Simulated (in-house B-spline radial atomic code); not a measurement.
## RPA and G0W0 on wB97X: V⁸⁺

Configuration [Ne] 3s2 3p3, highest spin, mean-field start wB97X. Computed with an all-electron radial atomic-structure program (B-spline basis): all electrons, scalar-relativistic (spin-free one-electron X2C), finite nucleus, each spin shell either full or empty, empty states to l = 9 with an (l + 1/2)⁻⁴ tail; G0W0 by contour deformation at full frequency.

Command:
```bash
python run_gw.py task.json out
```
Settings (radii: box in bohr, nucleus in fm):
```
Z                        23
electrons                15
configuration            [Ne] 3s2 3p3
hamiltonian              x2c
method                   wb97x
lmax                     9
rms_radius               3.6002
spin_polarised           True
box_radius               7.7
intervals                67
```

Time taken, with all properties: 2.3 s on 1 thread of Intel(R) Xeon(R) Platinum 8375C CPU @ 2.90GHz (shared host).

Energies (hartree):

```csv
term,value
mean-field total,-926.61350
Hartree-Fock functional on these orbitals,-925.89901
direct second order,-1.0604
second-order exchange,0.38452
SOSEX correction,0.35622
```

What is the RPA correlation energy, and what remains with SOSEX?

RPA gives -0.95747 hartree (-1.74 eV per electron); RPA + SOSEX gives -0.60125, and the second-order doubles -0.67584 hartree (no singles). RPA lacks exchange-type terms and so overcorrelates at short range.

Quasi-particle levels (eV):

```json
{"level": "3p up", "occupied": "yes", "mean field": "-197.62", "Σx - vxc": "-6.60", "Σc": "?", "QP weight": "?", "G0W0": "?"}
{"level": "3s down", "occupied": "yes", "mean field": "-217.93", "Σx - vxc": "-2.70", "Σc": "-3.44", "QP weight": "0.971", "G0W0": "-224.07"}
{"level": "2p down", "occupied": "yes", "mean field": "-686.00", "Σx - vxc": "-30.49", "Σc": "6.47", "QP weight": "0.951", "G0W0": "-710.02"}
{"level": "3p down", "occupied": "no", "mean field": "-179.14", "Σx - vxc": "8.77", "Σc": "-3.41", "QP weight": "0.967", "G0W0": "-173.78"}
```

G0W0 = mean field + (Σx - vxc) + Σc, with Σc (partial-wave tail included) taken at the quasi-particle energy. Only the outer levels were computed. Levels of low weight are left out.

Where does G0W0 put 3p up?

At -204.64 eV, with Σc = -0.42 eV and a quasi-particle weight of 0.968. The tabulated removal energy is 206 ± 0.4 eV (NIST, semi-empirical); the calculation leaves out spin-orbit coupling, Breit and QED terms, and what these don't explain is the method's own error.
